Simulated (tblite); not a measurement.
Compound: C8H15P.
Cartesian coordinates in Å at the GFN2-xTB level; atoms count from 1:
```
atom  x, y, z in Å
C1     1.1405   -1.2723   -1.6804
C2     0.9919   -0.1739   -0.6780
C3    -0.0851    0.1228    0.0511
C4    -1.4114   -0.5768    0.0914
C5    -1.5585   -1.2979    1.4314
C6    -2.5360    0.4398   -0.0941
P7     0.1755    1.5603    1.1723
C8     2.0065    1.4214    0.8740
C9     2.1810    0.7315   -0.4774
H10    0.1997   -1.7786   -1.8751
H11    1.5211   -0.8675   -2.6180
H12    1.8605   -2.0085   -1.3212
H13   -1.4670   -1.3154   -0.7152
H14   -0.7780   -2.0465    1.5498
H15   -1.4738   -0.5781    2.2446
H16   -2.5269   -1.7889    1.4993
H17   -2.4340    0.9498   -1.0498
H18   -2.4941    1.1833    0.7020
H19   -3.5068   -0.0498   -0.0614
H20   -0.0408    2.5268    0.1662
H21    2.4151    0.7967    1.6748
H22    2.4936    2.3957    0.9292
H23    3.1177    0.1720   -0.5246
H24    2.1975    1.4738   -1.2834
```

Level: GFN2-xTB in tblite, geometry and Hessian alike; calculated harmonic values, unscaled, isolated species. This tight-binding method is rough: wavenumbers can miss measured ones by several per cent, in bad cases by 10 to 20. Modes of hydrogen on phosphorus can be 10 to 20 % off. One conformer, not necessarily the lowest.

Harmonic wavenumbers (cm⁻¹): 42.9, 84.0, 108.5, 149.5, 175.6, 185.8, 217.7, 244.8, 265.7, 363.3, 372.4, 432.2, 498.0, 523.8, 535.4, 617.7, 689.3, 756.3, 834.6, 855.5, 889.3, 925.0, 942.7, 959.6, 983.1, 991.8, 1025.2, 1041.8, 1056.3, 1112.3, 1134.7, 1153.9, 1159.6, 1199.8, 1221.6, 1259.4, 1298.0, 1303.8, 1316.3, 1398.0, 1401.4, 1412.1, 1447.2, 1471.4, 1478.3, 1483.2, 1487.1, 1489.8, 1496.5, 1501.4, 1695.4, 2159.4, 2917.2, 2928.7, 2939.1, 2967.4, 2980.4, 2990.2, 3002.3, 3009.0, 3015.7, 3023.9, 3029.0, 3031.6, 3032.5, 3053.1.

A = 1756, B = 1190, C = 860.3 MHz; mass 142.091 u (most abundant isotopes); point group C1, symmetry number 1.

Q: What is the zero-point energy?

A: ½Σν̃ = 45384 cm⁻¹ = 129.76 kcal/mol.

Q: Entropy at 200 K, 1 bar (ideal gas, RRHO, classical rotation)?

A: Translation 38.81, rotation 28.38, vibration 21.05: S = 88.2 cal/(mol K).

Q: And Cp and H(200 K) − H(0)?

A: Cp = 31.51 cal/(mol K), of which vibrations give 23.56 (their classical limit is 66 R = 131.2); H(200 K) − H(0) = 3.94 kcal/mol without the zero-point energy, 2.35 from vibrations.

Q: What must be added to the electronic energy to get the Gibbs energy at 200 K and 1 bar?

A: ZPE + [H(200 K) − H(0)] − T·S = 129.76 + 3.94 − 17.65 = 116.05 kcal/mol.

Q: Blend soft modes into free rotors: weight 1/[1 + (100 cm⁻¹/ν̃)⁴] for the oscillator and the rest for a rotor with moment μB/(μ + B), μ = h/(8π²ν), B = 10⁻⁴⁴ kg m². What vibrational entropy results?

A: 19.85 cal/(mol K) in place of 21.05, which changes −T·S at 200 K by +0.24 kcal/mol.

Hindered rotation and anharmonicity are outside this model. Other conformers, if any are populated, would add a mixing term that is left out. The structure is chiral; the term R ln 2 for an equal mix with its mirror image is left out.

On an Arm Neoverse N1 with one thread, no GPU, shared host with 64 logical CPUs at a one-minute load of 58, this took 1.9 s. This covers the Hessian and the dipole derivatives.
